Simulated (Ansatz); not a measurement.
CuI (`[Cu][I]`), relaxed with RKS PBE0-D4/def2-TZVP in Ansatz from a GFN2-xTB geometry. The force threshold is 0.005 eV/Å; the program also tests the step.

Charge 0, multiplicity 1. I: def2 effective core potential.

Start:

```xyz
2

Cu   -0.779    0.750   -0.525
I     0.779   -0.750    0.525
```

| step | energy (eV) | largest force (eV/Å) | largest move (Å) |
| --- | --- | --- | --- |
| 1 | -52736.9458 | 0.222 | 0.000 |
| 2 | -52736.9495 | 0.011 | 0.014 |
| 3 | -52736.9495 | 0.000 | 0.001 |

End:

```xyz
2

Cu   -0.770    0.742   -0.519
I     0.770   -0.742    0.519
```

It took 7 s on 2 threads of an AMD EPYC 7R13 on a shared host, with 0.24 GiB of host memory at the peak.
